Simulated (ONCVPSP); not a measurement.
# beryllium: excitation energies, all-electron against ONCV

ONCVPSP 4.0.1 input, shortened (lines: element, Z, core and valence counts, functional; n l f; lmax; l rc ep ncon nbas qcut; lloc lpopt rc5 dvloc0; l nproj debl; icmod fcfact rcfact), PBE, scalar-relativistic:

```
  Be 4.00    0    2        4      upf
    1    0    2.00
    2    0    1.00
    2
    0    0.90    0.00    4    9   13.10
    1    0.85    0.36    5    9   11.00
    2    0.80    0.04    5    8   12.80
    4    4    0.60    6.00
    0    2    1.70
    1    2    3.30
    2    2    2.20
    0    0.00    0.00
```

Energies are relative to the spin-unpolarised reference configuration 1s2 2s1; without spin polarisation the order of configurations can differ from experiment.

**Question.** Give the all-electron excitation energy and the error of the potential for: 1s2 2s2; 1s2 2s0; 1s2 2s1.5; 1s2 2s0 2p2.

**Answer.**

| valence configuration | charge | ΔE all-electron (eV) | error AE − PS (meV) |
| --- | --- | --- | --- |
| 1s2 2s2 | 0 | -9.551 | +0.5 |
| 1s2 2s0 | +2 | 17.948 | +2.0 |
| 1s2 2s1.5 | +0.5 | -5.790 | +0.2 |
| 1s2 2s0 2p2 | 0 | -2.299 | +1.3 |
